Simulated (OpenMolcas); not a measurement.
**Cu V: terms and fine structure**

```json
{
 "Program": "OpenMolcas 26.06",
 "Method": "SS-CASPT2, IPEA 0.25 Eh, imaginary shift 0.1 Eh (closed shells correlated: 3s 3p)",
 "Basis": "ANO-RCC-VTZP [6s5p3d2f1g]",
 "Scalar Hamiltonian": "DKH2, point nucleus",
 "Active space": "7 electrons in 5 orbitals (3d)",
 "State averaging": "2S+1 = 4 even, 10 roots; 2S+1 = 2 even, 40 roots",
 "Spin-orbit coupling": "RASSI with atomic mean-field integrals over the reference wave functions, term energies averaged over their components"
}
```

With spin-orbit coupling, above the lowest level:

```json
{"Configuration": "3d⁷", "Term": "⁴F", "J": "9/2", "E (cm⁻¹)": "0.0", "Measured (cm⁻¹)": "0.0", "g": "1.333", "Term weight %": "100", "Second": ""}
{"Configuration": "3d⁷", "Term": "⁴F", "J": "7/2", "E (cm⁻¹)": "1554", "Measured (cm⁻¹)": "1616", "g": "1.238", "Term weight %": "100", "Second": ""}
{"Configuration": "3d⁷", "Term": "⁴F", "J": "5/2", "E (cm⁻¹)": "2670", "Measured (cm⁻¹)": "2759", "g": "1.029", "Term weight %": "100", "Second": ""}
{"Configuration": "3d⁷", "Term": "⁴F", "J": "3/2", "E (cm⁻¹)": "3410", "Measured (cm⁻¹)": "3528", "g": "0.401", "Term weight %": "99", "Second": ""}
{"Configuration": "3d⁷", "Term": "⁴P", "J": "5/2", "E (cm⁻¹)": "20900", "Measured (cm⁻¹)": "20827", "g": "1.599", "Term weight %": "99", "Second": ""}
{"Configuration": "3d⁷", "Term": "⁴P", "J": "3/2", "E (cm⁻¹)": "21340", "Measured (cm⁻¹)": "21066", "g": "1.713", "Term weight %": "95", "Second": "5 ²P"}
{"Configuration": "3d⁷", "Term": "⁴P", "J": "1/2", "E (cm⁻¹)": "22120", "Measured (cm⁻¹)": "21935", "g": "2.629", "Term weight %": "98", "Second": "2 ²P"}
{"Configuration": "3d⁷", "Term": "²G", "J": "9/2", "E (cm⁻¹)": "22310", "Measured (cm⁻¹)": "22575", "g": "1.106", "Term weight %": "96", "Second": "3 ²H"}
{"Configuration": "3d⁷", "Term": "²G", "J": "7/2", "E (cm⁻¹)": "23810", "Measured (cm⁻¹)": "24100", "g": "0.889", "Term weight %": "100", "Second": ""}
{"Configuration": "3d⁷", "Term": "²P", "J": "3/2", "E (cm⁻¹)": "28880", "Measured (cm⁻¹)": "27016", "g": "1.222", "Term weight %": "71", "Second": "24 ²D(1)"}
{"Configuration": "3d⁷", "Term": "²H", "J": "11/2", "E (cm⁻¹)": "29950", "Measured (cm⁻¹)": "30402", "g": "1.091", "Term weight %": "100", "Second": ""}
{"Configuration": "3d⁷", "Term": "²P", "J": "1/2", "E (cm⁻¹)": "30730", "Measured (cm⁻¹)": "28367", "g": "0.707", "Term weight %": "98", "Second": "2 ⁴P"}
{"Configuration": "3d⁷", "Term": "²D(1)", "J": "5/2", "E (cm⁻¹)": "30960", "Measured (cm⁻¹)": "30966", "g": "1.202", "Term weight %": "99", "Second": ""}
{"Configuration": "3d⁷", "Term": "²H", "J": "9/2", "E (cm⁻¹)": "31320", "Measured (cm⁻¹)": "31823", "g": "0.915", "Term weight %": "97", "Second": "3 ²G"}
{"Configuration": "3d⁷", "Term": "²D(1)", "J": "3/2", "E (cm⁻¹)": "33610", "Measured (cm⁻¹)": "33292", "g": "0.932", "Term weight %": "75", "Second": "23 ²P"}
{"Configuration": "3d⁷", "Term": "²F", "J": "5/2", "E (cm⁻¹)": "49690", "Measured (cm⁻¹)": "49490", "g": "0.858", "Term weight %": "100", "Second": ""}
{"Configuration": "3d⁷", "Term": "²F", "J": "7/2", "E (cm⁻¹)": "50360", "Measured (cm⁻¹)": "50072", "g": "1.143", "Term weight %": "100", "Second": ""}
{"Configuration": "3d⁷", "Term": "²D(2)", "J": "3/2", "E (cm⁻¹)": "78200", "Measured (cm⁻¹)": "76838", "g": "0.800", "Term weight %": "100", "Second": ""}
{"Configuration": "3d⁷", "Term": "²D(2)", "J": "5/2", "E (cm⁻¹)": "78950", "Measured (cm⁻¹)": "77668", "g": "1.200", "Term weight %": "100", "Second": ""}
```

Against the 18 measured excited levels shown (Sugar and Musgrove, J. Phys. Chem. Ref. Data 19, 527 (1990)) the mean absolute deviation is 560 cm-1; the largest miss in energy is 3d⁷ ²P_1/2: computed 30730, measured 28367 cm⁻¹ (+8.3 %).

Spin-orbit coupling puts the lowest level 1588 cm⁻¹ below the lowest spin-free term.

A least-squares Racah fit to the terms below 60000 cm-1, each weighted by 2L + 1 and with a free common offset, gives B = 1350 cm-1 and C = 5354 cm-1 (C/B = 3.96), with an rms deviation of 472 cm-1.

For ⁴F the intervals divided by the larger J are -299.5, -317.4, -345.4 cm-1. Landé's interval rule makes them equal in pure LS coupling; they differ by 14 % of their mean. The multiplet is inverted.

Term energies are means over components that CASPT2 splits; among the terms shown or strongly mixed into the levels shown the widest spread is 1300 cm-1 (3d⁷ ²H). The CASPT2 spread within a term exceeds the gap to the next term for 3d⁷ ²P and 3d⁷ ²H, 3d⁷ ²H and 3d⁷ ²D(1), so the order of their levels is uncertain. Computed and measured levels are paired by configuration, term and J; levels that our copy of the source lacks, or whose pairing is in doubt (as where it misses far off the trend of its configuration), stay unpaired and out of the deviations. Only configurations of the active space appear.

The term weight is that of the spin-free term in the level, not the purity of its configuration. A number in round brackets counts repeated terms of one configuration in the order of the reference energies.
